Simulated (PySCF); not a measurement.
## Phosphorus: a sound run and one with changed settings

Sound run: P(2+) [Ne] 3s2 3p1, P(3+) [Ne] 3s2. Calculation: PySCF 2.14, in x2c-SVPall (4s3p1d, 18 functions); the spin-free X2C one-electron Hamiltonian (Gaussian nucleus). In the sound run the correlated levels freeze [Ne]. The sound run starts from symmetry-adapted Hartree-Fock orbitals and uses a fine grid where one is needed.

Changed run: basis STO-3G, all-electron and non-relativistic. This setting is unsound on purpose.

```tsv
species	method	sound run (hartree)	changed run (hartree)	converged
P(2+)	UHF	-340.33331	-335.95185	yes
P(2+)	PBE0	-340.71862	-336.26765	yes
P(2+)	TPSS	-340.86736	-336.39889	yes
P(2+)	MP2	-340.37261	-335.96803	yes
P(2+)	CCSD(T)	-340.39270	-335.98011	yes
P(3+)	UHF	-339.24906	-334.85136	yes
P(3+)	PBE0	-339.60768	-335.13487	yes
P(3+)	TPSS	-339.75258	-335.26182	yes
P(3+)	MP2	-339.28164	-334.87637	yes
P(3+)	CCSD(T)	-339.29704	-334.89365	yes
```

Ionisation energy of P(2+):

| method | sound run (eV) | changed run (eV) |
| --- | --- | --- |
| UHF | 29.504 | 29.946 |
| PBE0 | 30.230 | 30.824 |
| TPSS | 30.335 | 30.941 |
| MP2 | 29.687 | 29.706 |
| SCS-MP2 | 29.668 | 29.658 |
| CCSD | 29.797 | 29.564 |
| CCSD(T) | 29.814 | 29.564 |

A minimal basis cannot let orbitals breathe on ionisation and holds almost no correlation. The Hamiltonian changed with the basis, so the totals do not compare.

For comparison, NIST gives 30.203 eV between the lowest levels.
